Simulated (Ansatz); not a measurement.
Gas-phase reaction (SMILES): F[Si](F)(F)Br [bromo(trifluoro)silane] → F atom + F[Si](F)Br; the F-Si bond at the site shown breaks (other sites are not compared here).

Structures are relaxed separately at B3LYP-D3(BJ)/def2-TZVP in Ansatz (a first-principles code). Cores are frozen in the correlated levels unless marked. UHF or UKS for open shells. Spin-orbit coupling is left out. The frozen core is the preceding noble-gas configuration, with the filled d and f shells of earlier blocks. No relativistic terms. CBS marks a two-point X^-3 extrapolation of the correlation energy; Hartree-Fock from the larger set. Thermal terms are rigid-rotor harmonic-oscillator values from B3LYP-D3(BJ) frequencies (Ansatz) at 298.15 K and 1 atm. 1 Eh = 627.5095 kcal/mol. Atoms have translation alone.

```json
[
 {"species": "F[Si](F)(F)Br", "E, CCSD(T)/CBS(def2-TZVPP,def2-QZVPP) (Ansatz) (Eh)": "-3161.39214", "E, wB97M-V/def2-TZVPD (Ansatz) (Eh)": "-3163.36436", "H - E (Eh)": "0.01712"},
 {"species": "F atom", "E, CCSD(T)/CBS(def2-TZVPP,def2-QZVPP) (Ansatz) (Eh)": "-99.66726", "E, wB97M-V/def2-TZVPD (Ansatz) (Eh)": "-99.74647", "H - E (Eh)": "0.00236"},
 {"species": "F[Si](F)Br", "E, CCSD(T)/CBS(def2-TZVPP,def2-QZVPP) (Ansatz) (Eh)": "-3061.46387", "E, wB97M-V/def2-TZVPD (Ansatz) (Eh)": "-3063.36176", "H - E (Eh)": "0.01238"}
]
```

### Question
Work out ΔE and ΔH at 298.15 K at the first level, then ΔH at the second.

### Answer

1. ΔE = [(-99.66726) + (-3061.46387)] - [(-3161.39214)] = 0.26101 Eh = 163.8 kcal/mol at CCSD(T)/CBS(def2-TZVPP,def2-QZVPP).
2. The terms H - E add up to -0.00238 Eh, so ΔH = (0.26101 + (-0.00238))×627.5095 = 162.3 kcal/mol.
3. At wB97M-V/def2-TZVPD the same steps give ΔE = 160.7 and ΔH = 159.2 kcal/mol, a shift of -3.1 from the first level.
4. These values are not checked against measurement here, since the tables used lack a sound gas-phase enthalpy of formation for at least one species.
